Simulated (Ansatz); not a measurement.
Saddle point of AlNH$_{6}$OF$_{2}$, singlet (AlHF₂ ([F][AlH][F]) + H₂O + NH₃ → AlNH₂F₂ ([NH2][Al]([F])[F]) + H₂O + H₂; bonds formed: H2–H7, H5–O8; dative contacts that become bonds: Al1–N6; bonds broken: Al1–H2, H5–N6, H7–O8), PBE0-D4/def2-TZVP structure:

```
11
angstrom
Al -0.8273 0.4944 -0.8612
H 0.8772 0.6911 -1.1963
F -1.2813 -0.6263 -1.9898
F -1.3917 2.0441 -0.9413
H 0.6799 -0.4244 0.9357
N -0.7926 -0.2406 0.8481
H 1.3037 0.2589 -0.4553
O 1.7182 -0.2972 0.6486
H -1.2987 -1.1141 0.9372
H -1.1132 0.3670 1.5931
H 2.1260 -1.1528 0.4814
```

Energies are electronic, without zero-point energy. Barriers and step energies count from the start structure reached by relaxing down the imaginary mode; all methods use the PBE0-D4 structures, on which another method's saddle can fall below an end. Program: Ansatz 0.2.0. Basis: def2-TZVPP, with def2-QZVPP for the basis limit. Cores are frozen in the correlated methods. B3LYP uses VWN-RPA correlation. Extrapolation: Hartree–Fock as exp(−7.88 √X), correlation as X^−2.97.

| method | barrier (kcal/mol) | step energy (kcal/mol) |
| --- | --- | --- |
| SPW92 | 16.03 | 19.61 |
| PBE-D4 | 22.17 | 18.60 |
| BLYP-D4 | 24.47 | 17.79 |
| r2SCAN-D4 | 24.18 | 18.88 |
| B97M-V | 30.68 | 23.23 |
| PBE0-D4 | 26.78 | 20.60 |
| B3LYP-D4 | ? | 19.56 |
| r2SCAN0-D4 | 27.84 | 20.38 |
| BHLYP-D4 | 33.57 | 21.78 |
| CAM-B3LYP-D4 | ? | 20.61 |
| wB97X-V | 30.47 | 20.76 |
| wB97M-V | 30.38 | 19.93 |
| B2PLYP | ? | 19.50 |
| PBE-QIDH | 29.72 | 20.84 |
| RPA on PBE | 30.78 | 20.42 |
| HF | 45.35 | 24.63 |
| MP2 | 29.01 | 18.62 |
| CCSD | 33.54 | 20.88 |
| CCSD(T) | 31.13 | 20.06 |

Problem. Fill in the withheld barriers. (An estimate is asked for; the value comes from the calculation.)

Solution. The calculation gives: B3LYP-D4 27.98; CAM-B3LYP-D4 29.12; B2PLYP 29.45 kcal/mol. Each is the energy of the saddle less that of the start structure, by the same method.

For comparison, the barrier by CCSD(T) at an estimated basis limit (MP2 extrapolated from triple and quadruple zeta, plus CCSD(T) − MP2 in triple zeta) is 31.22 kcal/mol.

T1 diagnostic: at most 0.012.

The step is the kind of exchange with an N–H group that builds nitride films in atomic layer and chemical vapour deposition.

Labels in which every atom is bracketed show which atoms are joined, not bond orders.

For scale, one of the runs: CCSD(T)/def2-TZVPP, 250 basis functions, launched by `ansatz run in.yaml --threads 8 --pin off --events-out ev --progress --plain --max-ram 19148MiB`. Time: 35 s of wall clock on 8 CPU threads of an Intel Xeon 6975P-C; the host was shared. Peak host memory: 6.1 GiB.
